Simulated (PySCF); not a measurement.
**NbO₂⁺: one-bond stretch**

Level of theory: PySCF, PBE0, basis Nb def2-TZVP with ECP28, O def2-TZVP (scalar-relativistic core potentials, no spin–orbit coupling, density fitting).

Rigid scan from the singlet minimum (Nb–O 1.663 Å (×2); O–Nb–O 103.3°). Coordinate: the bond from Nb to the last atom (O) scaled, the rest fixed. Energies in kJ/mol from the minimum.

Predict the curve at 0.92, 0.96, 1.00, 1.05, 1.12, 1.20, 1.35, 1.55, 1.80, 2.20.


```csv
scale of one bond,E (kJ/mol),"dipole size (D, about the centre of mass)"
0.92,62.3,5.81
0.96,13.9,5.95
1.00,0.0,6.09
1.05,17.0,6.27
1.12,81.4,6.49
1.20,183.9,6.70
1.35,390.7,6.92
1.55,615.8,–
1.80,784.4,–
2.20,891.9,–
```

At long bonds a restricted determinant can lie too high, and another spin state can fall below this curve.

Other isomers or separated fragments may lie lower.

The scan took 18 s on 2 threads of a shared Intel Xeon Platinum 8375C @ 2.90GHz (Ice Lake) host; the process peaked at 0.91 GiB.
